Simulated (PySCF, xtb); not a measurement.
2-chlorosilylpropan-2-ol (C₃H₉ClOSi), SMILES CC(C)(O)[SiH2]Cl.

GFN2-xTB (xtb) at its own geometry gives an orbital gap of 4.90 eV and a dipole moment of 1.61 D.

Geometry: PBE-D3(BJ)/def2-SVP. The values are those of a single conformer.

What does r2SCAN/def2-TZVP run with PySCF give? (An estimate is asked for; the answer gives what the named calculation found.)

gap 5.78 eV (levels -6.35 and -0.57 eV), dipole 1.68 D.
